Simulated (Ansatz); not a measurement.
Born–Oppenheimer molecular dynamics of Cl2GaH4NO (9 atoms, charge 0, multiplicity 1). It starts at the highest image of a converged band, a first-order saddle point between two minima.

These are results of RHF/def2-SVP (Ansatz 0.2.0), not measurements.

```yaml
ensemble: NVE (velocity Verlet)
time_step: 0.5 fs
steps_asked: 200
starting_velocities_drawn_for: 100 K
seed: 10887
```

First frame:

```xyz
9
Properties=species:S:1:pos:R:3
Ga -0.094 0.237 0.096
N -0.105 0.091 2.043
H -0.788 -0.519 2.462
H 0.767 -0.030 2.530
Cl 1.828 0.184 -0.879
Cl -1.787 -0.691 -0.883
O -0.565 2.003 0.771
H -1.306 2.558 0.575
H -0.485 1.349 1.739
```

(1) How far do the bonds stretch over the last three quarters of this one trajectory? (Pairs bonded in most of those frames.)

Answers

(1) 
```
   bond  mean (Å)  spread (Å)  shortest  longest
 Ga1–N2     1.826       0.029      1.78     1.90
Ga1–Cl5     2.174       0.034      2.12     2.22
Ga1–Cl6     2.177       0.007      2.16     2.19
 Ga1–O7     2.260       0.089      2.04     2.35
  N2–H3     1.003       0.007      0.99     1.02
  N2–H4     1.003       0.007      0.99     1.01
  O7–H8     0.951       0.015      0.92     0.99
  O7–H9     0.955       0.032      0.91     1.01
```

Mean temperature of the second half: 431 K. The conserved energy stayed within 0.2 meV per atom of its start (net change -0.012 meV per atom), so the integration is sound. The kinetic energy rose, since the run started high on the potential surface and went downhill. A run of 0.1 ps of so small a system gives no equilibrium averages. The orbitals stay closed-shell, which can raise the energy where a bond breaks towards radicals; this wasn't checked here.

The run took 6.6 min on 2 threads of Arm Neoverse V1 (shared host), peak memory 0.27 GiB.
